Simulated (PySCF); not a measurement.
## Working out the ionisation energy of Cl²⁺

Cl²⁺ [Ne] 3s2 3p3 (4S) → Cl³⁺ [Ne] 3s2 3p2 (3P). All numbers are calculated (PySCF 2.14, the spin-free X2C one-electron Hamiltonian (Gaussian nucleus), in ANO-RCC-VTZP (5s4p2d1f, 34 functions)). Frozen: 1s2. Energies in hartree (1 hartree = 27.21139 eV):

| part | Cl²⁺ (lower) | Cl³⁺ (upper) |
| --- | --- | --- |
| UHF | -459.634815 | -458.202712 |
| CCSD correlation | -0.134326 | -0.113458 |
| (T) | -0.003589 | -0.002361 |

Task: What does Hartree-Fock give?

Result: (-458.202712) − (-459.634815) = 1.432103 hartree = 38.970 eV.

Task: What do CCSD and CCSD(T) give?

Result: The CCSD correlation energies differ by 0.020868 hartree = 0.568 eV and the triples by 0.001228 hartree = 0.033 eV, so CCSD gives 39.538 eV and CCSD(T) 39.571 eV.

A first-order spin-orbit estimate adds -0.103 eV to CCSD(T) (valence and next inner shell), giving 39.468 eV against 39.8 ± 0.11 eV (semi-empirical (NIST evaluation); NIST Atomic Spectra Database, ionization energies).

What remains against the reference includes basis incompleteness, the frozen core and higher excitations.
